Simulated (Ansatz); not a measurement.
System: CdCl, net charge 1, singlet state. SMILES: [Cd+][Cl]
Geometry: optimised at B3LYP-D3(BJ)/def2-TZVP (Ansatz, a first-principles code).

Computed values are from Ansatz. Valence correlation only, unless marked. Open shells are spin-unrestricted. No spin-orbit coupling. The frozen core is the preceding noble-gas configuration, with the filled d and f shells of earlier blocks. In def2 rows, elements after Kr have scalar-relativistic effective core potentials. Basis-set limits of correlation are two-point, X^-3; Hartree-Fock from the larger set.

Problem. What is the vertical electron affinity (to the doublet; negative means unbound) at CCSD(T)/CBS(def2-TZVPPD,def2-QZVPPD)?

Solution. 8.64 eV.

Problem. What is the T1 diagnostic at CCSD/def2-QZVPPD?

Solution. 0.022.

Problem. What is the total energy at CCSD(T)/CBS(def2-TZVPPD,def2-QZVPPD)?

Solution. -626.8368 Eh.

Problem. What is the vertical ionisation energy (to the doublet) at CCSD(T)/CBS(def2-TZVPPD,def2-QZVPPD)?

Solution. 16.91 eV.
